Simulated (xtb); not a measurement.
1,1,1-trifluoroethane (C2H3F3), SMILES CC(F)(F)F. All values are semi-empirical tight-binding results from xtb (GFN2-xTB unless named), good for trends rather than for accurate numbers. Geometry: GFN2-xTB.

Optimised geometry:

```xyz
8

C      0.0000     0.0000     1.4872
C      0.0000     0.0000    -0.0205
F     -1.0750    -0.6206    -0.5306
F      1.0750    -0.6206    -0.5306
F      0.0000     1.2412    -0.5306
H     -0.8897     0.5136     1.8417
H      0.8897     0.5136     1.8417
H      0.0000    -1.0273     1.8417
```

```yaml
point_group_as_xtb_finds_it: C3v
orbital_gap: 14.68 eV
dipole_moment: 3.12 D
zero_point_energy: 31.3 kcal/mol
G − E(el) at 298.15 K (modified RRHO): 14.3 kcal/mol
static polarisability (D4 model): 31.8 bohr³
solvation energy, GFN2-xTB/ALPB(water): -2.5 kcal/mol
solvation energy, GFN2-xTB/ALPB(thf): -3.3 kcal/mol
```

Problem. Give the IR lines (harmonic; lines under 4 % of the strongest left out, lines within 3 cm⁻¹ merged). (An estimate is asked for; the answer gives what the named calculation found.)

Solution. ν (cm⁻¹): 547 (w), 932 (m), 1141 (vs), 1200 (m), 1378 (w) (against the strongest line: vs over 80 %, s over 45 %, m over 15 %, w over 4 %, vw less)

Problem. Give the atomic charges and the Wiberg bond orders between heavy atoms. (An estimate is asked for; the answer gives what the named calculation found.)

Solution. charges (e) C1 -0.15, C2 0.49, F3 -0.21, F4 -0.21, F5 -0.21, H6 0.09, H7 0.09, H8 0.09. Bond orders C1–C2 0.98, C2–F3 0.95, C2–F4 0.95, C2–F5 0.95.
